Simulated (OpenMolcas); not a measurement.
Computed levels of 5s2 5p in ions with 49 electrons, in cm-1 above 2P* 1/2.

| Quantity | Value |
| --- | --- |
| Program | OpenMolcas |
| Method | SS-CASPT2, IPEA 0.25 Eh, imaginary shift 0.1 Eh |
| Basis | ANO-R2 |
| Scalar Hamiltonian | X2C, finite nucleus |
| Spin-orbit coupling | RASSI with atomic mean-field integrals over the reference wave functions, term energies averaged over their components |

Active space for each ion: 3 electrons in 4 orbitals (5s 5p); closed shells correlated by CASPT2: 4d.

| Level | In | Sn+ | Sb2+ | Te3+ | Xe5+ |
| --- | --- | --- | --- | --- | --- |
| 2P* 3/2 | 2030 | 3790 | 5660 | 8020 | 13820 |

Task: Estimate 2P* 3/2 for I4+ from its neighbours Te3+ and Xe5+.

Result: 2P* 3/2 is fine structure, which grows about as the fourth power of a screened charge, so the fourth roots are averaged: ((8020^0.25 + 13820^0.25) / 2)^4 = 10626. The calculation gives 10710, so the estimate is off by -0.8 %.

Over all roots computed the reference weight is 0.86 to 0.94 in Sb2+, 0.86 to 0.94 in Te3+, 0.86 to 0.95 in I4+, 0.86 to 0.95 in Xe5+; the roots of lowest weight are the least certain, and an intruder state may touch them. Some high roots are left out of the spin-orbit mixing, which shifts the levels that they would mix with (holds for In). Levels of configurations outside the active space are missing.

* marks odd parity.
